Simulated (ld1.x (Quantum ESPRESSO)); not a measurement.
**u(r) = r·R(r): atom against pseudo-atom (Ag)**

Columns: radius, all-electron u(r) and pseudo u(r) of the 4d shell (level -9.45 eV) of silver in the configuration [Kr] 4d10 5s0 5p1; PBEsol, scalar-relativistic, TM scheme, ld1.x (Quantum ESPRESSO) 7.5.

```json
{"r (bohr)": "0.152", "all-electron": "0.3731", "pseudo": "-0.0192"}
{"r (bohr)": "0.305", "all-electron": "0.3510", "pseudo": "-0.1327"}
{"r (bohr)": "0.458", "all-electron": "-0.0836", "pseudo": "-0.3480"}
{"r (bohr)": "0.610", "all-electron": "-0.4951", "pseudo": "-0.5864"}
{"r (bohr)": "0.762", "all-electron": "-0.7560", "pseudo": "-0.7727"}
{"r (bohr)": "0.915", "all-electron": "-0.8756", "pseudo": "-0.8762"}
{"r (bohr)": "1.068", "all-electron": "-0.8976", "pseudo": "-0.8976"}
{"r (bohr)": "1.220", "all-electron": "-0.8642", "pseudo": "-0.8642"}
{"r (bohr)": "1.372", "all-electron": "-0.8033", "pseudo": "-0.8033"}
{"r (bohr)": "1.525", "all-electron": "-0.7309", "pseudo": "-0.7309"}
{"r (bohr)": "1.678", "all-electron": "-0.6565", "pseudo": "-0.6565"}
{"r (bohr)": "1.830", "all-electron": "-0.5854", "pseudo": "-0.5854"}
{"r (bohr)": "1.982", "all-electron": "-0.5193", "pseudo": "-0.5193"}
{"r (bohr)": "2.135", "all-electron": "-0.4588", "pseudo": "-0.4588"}
{"r (bohr)": "2.288", "all-electron": "-0.4044", "pseudo": "-0.4044"}
{"r (bohr)": "2.440", "all-electron": "-0.3562", "pseudo": "-0.3562"}
{"r (bohr)": "2.592", "all-electron": "-0.3135", "pseudo": "-0.3135"}
{"r (bohr)": "2.745", "all-electron": "-0.2755", "pseudo": "-0.2755"}
{"r (bohr)": "2.898", "all-electron": "-0.2421", "pseudo": "-0.2421"}
{"r (bohr)": "3.050", "all-electron": "-0.2129", "pseudo": "-0.2129"}
{"r (bohr)": "3.202", "all-electron": "-0.1872", "pseudo": "-0.1872"}
{"r (bohr)": "3.355", "all-electron": "-0.1645", "pseudo": "-0.1645"}
{"r (bohr)": "3.508", "all-electron": "-0.1446", "pseudo": "-0.1446"}
{"r (bohr)": "3.660", "all-electron": "-0.1273", "pseudo": "-0.1273"}
{"r (bohr)": "3.812", "all-electron": "-0.1120", "pseudo": "-0.1120"}
{"r (bohr)": "3.965", "all-electron": "-0.0986", "pseudo": "-0.0986"}
```

Problem. How many radial nodes do the two functions have?

Solution. The all-electron 4d function has n − l − 1 = 1; the pseudo-wave has 0, since the states of the same l below it are removed with the core.

Problem. At about which radius was the pseudo-wave matched?

Solution. 1.05 bohr, where the columns begin to agree (steps of 0.15 bohr).

Problem. Where does each function peak?

Solution. Outermost all-electron maximum near 1.07 bohr, pseudo maximum near 1.07 bohr (to the table’s step).

Problem. Is the pseudo-wave norm-conserving?

Solution. Yes: the TM scheme keeps the norm inside the radius equal to the all-electron one, which fixes the energy derivative of the logarithmic derivative at the level.
